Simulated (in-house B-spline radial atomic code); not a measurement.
V⁵⁺. Computed with a B-spline radial atomic code. Model: all-electron spherical atom, spin shells full or empty, radial basis limit, no spin-orbit coupling: exact exchange with a local potential (Slater, KLI or optimised effective potential, whose far tail is KLI's), no correlation.

Exchange potential has not reached -1/r at the last radius.

The run also made RPA and GW results, which its time includes.

The Slater potential averages the orbital exchange potentials with the orbital densities as weights, KLI adds orbital constants, and the optimised effective potential minimises the exact-exchange energy among local potentials. So their energies lie above Hartree-Fock in the order OEP, KLI, Slater. All fall off as −1/r, unlike LDA and GGA exchange.

Command:
```bash
python run_gw.py task.json out
```
Settings (nuclear radius in fm, other lengths in bohr, energies in hartree):
```
Z                      23
electrons              18
configuration          [Ne] 3s2 3p6
hamiltonian            x2c
method                 slater
lmax                   9
rms_radius             3.6002
spin_polarised         False
box_radius             10.43
intervals              100
```

Cost of the run: 5.4 s on 1 thread of Arm Neoverse N1, on a shared host.

Given: hamiltonian one-electron scalar X2C; mean-field start Slater potential.

Computed: energy above Hartree-Fock 113.76 millihartree.

```tsv
radius (bohr)	r times exchange potential (hartree bohr)
0.00217	-0.052195
0.00264	-0.06344
0.0032	-0.076798
0.00388	-0.092944
0.00471	-0.11252
0.00571	-0.13592
0.00692	-0.16387
0.0084	-0.19749
0.0102	-0.23742
0.0124	-0.28467
0.015	-0.33812
0.0182	?
0.022	-0.46818
0.0267	-0.54392
0.0324	-0.62357
0.0393	-0.70317
0.0477	-0.77747
0.0579	-0.83836
0.0702	-0.87594
0.0851	-0.88428
0.103	-0.87812
0.125	-0.90299
0.152	-0.9926
0.184	-1.1239
0.223	-1.2601
0.271	-1.3665
0.329	-1.4115
0.399	-1.3584
0.484	-1.1933
0.587	-1.1324
0.712	-1.251
0.863	-1.3841
1.05	-1.4525
1.27	-1.4425
1.54	-1.3804
1.87	?
2.27	-1.2244
```

Problem. What belongs in the row 0.0182?

Solution. r times exchange potential (hartree bohr): -0.40012.

Problem. What belongs in the row 1.87?

Solution. r times exchange potential (hartree bohr): -1.2998.

```json
{"occupied": "1s", "level (hartree)": "-203.93", "Hartree-Fock level (hartree)": "-205.84"}
{"occupied": "2s", "level (hartree)": "-26.652", "Hartree-Fock level (hartree)": "-27.212"}
{"occupied": "2p", "level (hartree)": "-23.059", "Hartree-Fock level (hartree)": "-23.108"}
{"occupied": "3s", "level (hartree)": "?", "Hartree-Fock level (hartree)": "?"}
{"occupied": "3p", "level (hartree)": "-4.8575", "Hartree-Fock level (hartree)": "-4.7185"}
```

Problem. What belongs in the row 3s?

Solution. level (hartree): -5.8515; Hartree-Fock level (hartree): -5.9838.

| empty | level (hartree) |
| --- | --- |
| 3d | -3.3241 |
| 4s | ? |
| 4p | -2.0022 |
| 4d | -1.5583 |

Problem. What belongs in the row 4s?

Solution. level (hartree): -2.3021.

The highest level, 3p, differs from Hartree-Fock by -3.8 eV and the deepest, 1s, by +51.9 eV: the Slater potential lacks the response part and is deeper than the optimised one throughout, so the top level comes too deep.
